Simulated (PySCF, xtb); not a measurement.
C₄H₆S, SMILES C1CC=CS1. The values are those of a single conformer.

Harmonic wavenumbers (cm⁻¹) from xtb with GFN2-xTB at its own minimum, in rising order: 66, 365, 494, 653, 714, 736, 793, 818, 840, 967, 980, 1053, 1103, 1114, 1181, 1222, 1253, 1294, 1452, 1478, 1657, 2929, 2969, 2984, 3015, 3111, 3148.

### Question
What does PBE-D3(BJ)/def2-SVP in PySCF give at its own minimum? (The exact figures need the calculation; the answer reports its results.)

### Answer
160, 399, 489, 632, 653, 672, 775, 826, 878, 909, 956, 994, 1065, 1094, 1149, 1216, 1264, 1289, 1390, 1407, 1600, 2928, 2990, 3016, 3076, 3134, 3160. Paired by order, the mean absolute difference is 35 cm⁻¹ and the zero-point energies are 54.9 and 54.5 kcal/mol.
